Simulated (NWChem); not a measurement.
System: BCl cation, doublet

Here is an NWChem input.

```
start job
memory heap 200 mb stack 900 mb global 1100 mb
charge 1
geometry units angstroms
  B      0.000000     0.000000    -1.213359
  Cl     0.000000     0.000000     0.390309
end
basis spherical
  B library 3-21g
  Cl library 3-21g
end
dft
  odft
  mult 2
  xc hfexch
  iterations 150
end
driver
  maxiter 120
end
task dft optimize
task dft freq
```

No stability test was run on the SCF state.

The level has its own optimisation; frequencies are unscaled.

Q: Give the results of this calculation. (UHF/3-21G.) Quantities: basis functions; r B–Cl (Å); highest harmonic frequency (cm⁻¹); zero-point energy (kcal/mol).

A: 
```json
{
  "number_of_basis_functions": "22",
  "r B–Cl (Å)": "1.637",
  "highest harmonic frequency (cm⁻¹)": "1063",
  "zero-point energy (kcal/mol)": "1.5"
}
```
